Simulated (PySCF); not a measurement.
C₄H₄Cl₂, SMILES CC=C=C(Cl)Cl. The structure is a stationary point at B3LYP-D3(BJ)/def2-SVP.

These are B3LYP-D3(BJ)/def2-SVP (PySCF) values and carry that method's errors.

Harmonic wavenumbers (cm⁻¹): 96, 124, 159, 240, 265, 396, 491, 518, 589, 815, 850, 912, 1044, 1093, 1198, 1384, 1416, 1452, 1475, 2070, 3025, 3092, 3104, 3144. Rotational constants (GHz): 2.995, 1.336, 0.9728; symmetry number 1.

**Question.** Work out the zero-point energy and the ideal-gas rigid-rotor harmonic-oscillator thermochemistry at 298.15 K and 1 atm.

**Answer.** ZPE = ½ Σ hcν = ½ × 28954 cm⁻¹ = 173.19 kJ/mol. H − E(el) = 194.23 kJ/mol. Entropy in J/(mol K): translation 168.76, rotation 120.51, vibration 67.15, total 356.42. G − E(el) = 87.96 kJ/mol. Cp = 105.22 J/(mol K). Modes under 150 cm⁻¹ make the vibrational entropy uncertain.
